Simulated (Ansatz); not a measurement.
Consider the ligand exchange at the In–F bond: `[F][In]([SH])[Br]` + NH₃ → `[NH2][In]([SH])[Br]` + H–F.

Calculated with Ansatz (gas phase, PBE0-D4/def2-TZVP geometries, no zero-point term in ΔE). CBS: MP2 limit from def2 TZ/QZ plus the TZ coupled-cluster correction, frozen cores. This one scheme is used for every species. DFT in def2-TZVPP. B3LYP here is the variant with VWN-RPA as its local correlation; programs differ in this. HSE06 is defined as in plane-wave codes. def2 core potentials past Kr. For Br, In outer-core shells are correlated without core-valence functions, which leaves a few kJ/mol of doubt a bond. Scalar relativity is left out up to krypton. One conformer a species, not always the lowest.

`[F][In]([SH])[Br]`:

Z-matrix (Å, degrees):
```
In
F 1 1.935
Br 1 2.439 2 115.3
S 1 2.351 2 118.0 3 179.8
H 4 1.345 1 92.1 2 179.9
```

NH₃:

```xyz
4

N     0.182   -0.111   -0.184
H     0.578    0.682    0.306
H    -0.662    0.213   -0.640
H    -0.098   -0.784    0.518
```

`[NH2][In]([SH])[Br]`:

```xyz
7

N    -0.259    1.523    0.789
In    0.155   -0.170   -0.204
S    -0.292   -2.359    0.576
Br    1.428    0.052   -2.307
H    -1.058    1.508    1.407
H    -0.283    2.362    0.227
H     0.309   -2.917   -0.489
```

H–F:

Cartesian coordinates in Å:
```
F 0.344 -0.305 0.014
H -0.344 0.305 -0.014
```

```tsv
level	ΔE (kJ/mol)	difference from CCSD(T)/CBS
LDA (SPW92)	35.8	-2.1
PBE-D4	47.0	9.1
revPBE-D4	47.7	9.8
BLYP-D4	53.6	15.7
r2SCAN-D4	50.7	12.8
PBE0-D4	42.5	4.6
r2SCANh-D4	48.4	10.5
r2SCAN0-D4	45.3	7.4
HSE06-D4	42.2	4.3
BHLYP-D4	48.1	10.2
CAM-B3LYP-D4	50.1	12.2
ωB97X-V	49.0	11.1
B2PLYP	47.9	10.0
PBE-QIDH	38.7	0.8
PBE	50.2	12.3
revPBE	53.9	16.0
BLYP	59.8	21.9
r2SCAN	51.6	13.7
PBE0	45.4	7.5
B3LYP	54.7	16.8
r2SCANh	49.4	11.5
r2SCAN0	46.4	8.5
HSE06	45.0	7.1
BHLYP	52.8	14.9
CAM-B3LYP	53.1	15.2
LC-ωPBE	49.7	11.8
RPA@PBE/def2-TZVPP	38.8	0.9
HF/def2-SVP	62.5	24.6
MP2/def2-SVP	52.0	14.1
CCSD/def2-SVP	54.7	16.8
CCSD(T)/def2-SVP	53.3	15.4
HF/def2-TZVPP	56.4	18.5
MP2/def2-TZVPP	30.9	-7.0
SCS-MP2/def2-TZVPP	37.6	-0.3
CCSD/def2-TZVPP	38.2	0.3
CCSD(T)/def2-TZVPP	36.7	-1.2
HF/def2-QZVPP	58.8	20.9
SCS-MP2/def2-QZVPP	39.1	1.2
HF/CBS(def2)	59.1	21.2
CCSD/CBS(def2)	39.5	1.6
CCSD(T)/CBS	37.9	0
```

Largest T1 diagnostic among the species: 0.013.

Leaving LDA and LC-ωPBE aside and taking each functional with its dispersion term where it has one, the values, not all of them listed here, spread over 21.3 kJ/mol, from PBE-QIDH to B97M-V. LDA lies −14.4 kJ/mol from PBE without D4. From r2SCAN to r2SCAN0 (25 % exact exchange), in def2-TZVPP and without D4, ΔE moves by −5.2 kJ/mol.
